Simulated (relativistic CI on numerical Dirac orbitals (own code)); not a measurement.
**Cu²⁸⁺: computed level list**

These numbers are calculated, not measured: Dirac equation for one electron, model QED (radiative potential, 1s self-energy scaled to tabulated hydrogen-like ionisation energies) (own radial code, finite nucleus).

Configuration list: 1s, 2s, 2p, 3s, 3p, 3d, 4s, 4p, 4d, 4f, 5s, 5p, 5d, 5f, 5g, 6s, 6p, 6d. Levels of other configurations are missing.

The lowest level is 1s 2S_1/2, with 100 % of that term; Hund's rules for 1s give 2S with J = 1/2, in agreement.

```
No.  Configuration  Term    J   E (eV)    %  Landé g
  1             1s    2S  1/2      0.0  100    1.972
  2             2p   2P°  1/2   8666.0  100    0.658
  3             2s    2S  1/2   8666.9  100    1.995
  4             2p   2P°  3/2   8699.1  100    1.328
  5             3p   2P°  1/2  10281.7  100    0.663
  6             3s    2S  1/2  10282.0  100    1.999
  7             3d    2D  3/2  10291.5  100    0.797
  8             3p   2P°  3/2  10291.5  100    1.331
  9             3d    2D  5/2  10294.7  100    1.198
 10             4p   2P°  1/2  10845.9  100    0.664
 11             4s    2S  1/2  10846.0  100    2.000
 12             4d    2D  3/2  10850.0  100    0.798
 13             4p   2P°  3/2  10850.0  100    1.333
 14             4f   2F°  5/2  10851.3  100    0.855
 15             4d    2D  5/2  10851.3  100    1.199
 16             4f   2F°  7/2  10852.0  100    1.142
 17             5p   2P°  1/2  11106.4  100    0.665
 18             5s    2S  1/2  11106.4  100    2.001
 19             5d    2D  3/2  11108.5  100    0.799
 20             5p   2P°  3/2  11108.5  100    1.333
 21             5f   2F°  5/2  11109.2  100    0.856
 22             5d    2D  5/2  11109.2  100    1.200
 23             5g    2G  7/2  11109.5  100    0.888
 24             5f   2F°  7/2  11109.5  100    1.142
 25             5g    2G  9/2  11109.7  100    1.110
 26             6p   2P°  1/2  11247.7  100    0.665
 27             6s    2S  1/2  11247.7  100    2.001
 28             6d    2D  3/2  11248.9  100    0.799
 29             6p   2P°  3/2  11248.9  100    1.333
 30             6d    2D  5/2  11249.3  100    1.200
```

Energies count from the lowest computed level; ° marks odd parity.
